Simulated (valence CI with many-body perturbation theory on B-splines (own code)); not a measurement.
Values are calculated unless marked as measured or tabulated.
Hyperfine factors and g values of Sm¹³⁺

Level of theory: valence CI with perturbative core correlation (CI+MBPT): three valence electrons over a frozen Dirac-Fock core [Kr] 4d10, radial functions for each j: 7 s, 7 p, 7 d, 7 f, 4 g, 2 h, with the one-electron correlation potential Σ1, the two-electron term Σ2, the three-electron term Σ3, Breit, model QED; selected CI, second order for the rest, scaled by the run's own slope (own B-spline code, finite nucleus).

No measured spectrum was set against this ion. As an estimate, terms of the open shell hold to a few per cent of their energy, and close levels can change places; configurations with another count of f electrons can be misplaced by thousands of cm⁻¹.

A/g_I is the dipole constant over the nuclear g factor μ/I (μ in nuclear magnetons, uniformly magnetised nucleus), B/Q the quadrupole constant per barn. Both hold the static response of the core; the bare values leave it out. Large factors of s and p1/2 electrons are usually good to 5 to 10 %; those of open d and f shells near neutrality can be off by tens of per cent, and small factors of p3/2, d and f electrons come from cancelling terms and can be off by a factor of two or in sign, in half-filled shells by more. B is blank for J = 1/2, where it vanishes, and for nearly pure S terms. Energies count from the lowest level.

Names give the largest LS component (configuration and term), which can be under half, so a name can repeat, a term be missing and a line seem to break the LS rules; names also repeat where a configuration has a term twice. Letters in brackets count levels of one name in rising energy.

| Level | E (eV) | g | A/g_I (MHz) | A/g_I bare | B/Q (MHz/b) | B/Q bare |
| --- | --- | --- | --- | --- | --- | --- |
| 4f.5s2 2F°_5/2 | 0.000 | 0.855 | 1210 | 1200 | 1610 | 1360 |
| 4f.5s2 2F°_7/2 | 0.768 | 1.142 | 672 | 827 | 1880 | 1550 |
| 4f2.5s 4H_7/2 | 2.605 | 0.671 | -12700 | -11800 | 1450 | 1200 |
| 4f2.5s 4H_9/2 | 2.886 | 0.969 | 5240 | 4990 | 1440 | 1170 |
| 4f2.5s 4H_11/2 | 3.308 | 1.131 | 8960 | 8550 | 1610 | 1300 |
| 4f2.5s 4F_3/2 | 3.717 | 0.408 | -23700 | -22400 | -327 | -268 |
| 4f2.5s 4H_13/2 | 3.783 | 1.229 | 10300 | 9820 | 1870 | 1510 |
| 4f2.5s 4F_5/2 | 3.903 | 1.027 | 8360 | 7890 | -333 | -279 |
| 4f2.5s 4F_7/2 | 4.156 | 1.224 | 11400 | 10900 | -365 | -312 |
| 4f2.5s 2H_9/2 | 4.186 | 1.087 | 6010 | 5810 | 760 | 619 |
| 4f2.5s 4F_9/2 | 4.411 | 1.121 | 8200 | 7840 | 537 | 439 |
| 4f2.5s 2G_7/2 | 4.942 | 0.928 | -9760 | -8980 | 220 | 178 |
| 4f2.5s 2H_11/2 | 5.083 | 1.089 | -5830 | -5220 | 1870 | 1520 |
| 4f2.5s 2G_9/2 | 5.297 | 1.141 | 14400 | 13600 | 267 | 223 |
| 4f2.5s 2F_5/2 | 5.300 | 0.875 | 982 | 933 | -548 | -454 |
| 4f2.5s 2F_7/2 | 5.990 | 1.109 | -9610 | -8710 | -476 | -398 |
| 4f2.5s 2D_5/2 | 6.848 | 1.269 | 25700 | 24100 | -1060 | -875 |
| 4f2.5s 2D_3/2 | 6.918 | 0.870 | -22500 | -20900 | -631 | -520 |
| 4f2.5s 4P_1/2 | 7.351 | 2.655 | 79300 | 75100 |  |  |
| 4f2.5s 4P_3/2 | 7.551 | 1.671 | 32300 | 30500 | 713 | 582 |
| 4f2.5s 2I_13/2 | 7.804 | 1.077 | 10500 | 9930 | 3670 | 3000 |
| 4f2.5s 2I_11/2 | 7.813 | 0.923 | -8840 | -8140 | 3520 | 2870 |
| 4f2.5s 4P_5/2 | 7.897 | 1.512 | 25600 | 24300 | -1150 | -931 |
| 4f2.5s 2P_1/2 | 8.786 | 0.682 | 4890 | 4140 |  |  |
| 4f2.5s 2P_3/2 | 9.090 | 1.314 | -17200 | -15500 | -1080 | -893 |
| 4f3 4I°_9/2 | 9.812 | 0.733 | 1380 | 1200 | 575 | 470 |
| 4f3 4I°_11/2 | 10.233 | 0.965 | 900 | 943 | 598 | 473 |
| 4f3 4I°_13/2 | 10.671 | 1.106 | 612 | 792 | 668 | 516 |
| 4f3 4I°_15/2 | 11.116 | 1.197 | 431 | 703 | 772 | 589 |
| 4f3 4F°_3/2 | 12.176 | 0.436 | 1860 | 1330 | -403 | -320 |
| 4f3 2H°_9/2 [a] | 12.282 | 0.984 | 925 | 1010 | -514 | -414 |
| 4f3 4F°_5/2 | 12.415 | 1.032 | 720 | 811 | -379 | -307 |
| 4f3 4F°_7/2 | 12.612 | 1.198 | 432 | 707 | -724 | -591 |
| 4f3 4S°_3/2 | 12.625 | 1.941 | -1000 | 39.5 |  |  |
| 4f3 4F°_9/2 | 12.872 | 1.242 | 357 | 680 | -690 | -561 |
| 4f3 2H°_11/2 [a] | 13.005 | 1.097 | 598 | 757 | -159 | -142 |
| 4f3 2G°_7/2 [a] | 13.313 | 0.944 | 923 | 938 | -262 | -198 |
| 4f3 4G°_5/2 | 13.396 | 0.575 | 1640 | 1270 | -98.6 | -69.0 |
| 4f3 2K°_13/2 | 13.650 | 0.935 | 946 | 955 | 2020 | 1610 |
| 4f2.5s 2S_1/2 | 13.752 | 1.998 | 127000 | 119000 |  |  |

(1) Take the isotope of mass number 149, with I = 7/2, μ = -0.6677 μN and Q = 0.075 b. What is the hyperfine structure of 4f2.5s 4H_9/2?

## Answers

(1) From the table A = -999 MHz, B = 108 MHz. Shifts from the centre of gravity in MHz: F = 1: 19300, F = 2: 17300, F = 3: 14200, F = 4: 10200, F = 5: 5220, F = 6: -777, F = 7: -7760, F = 8: -15700.
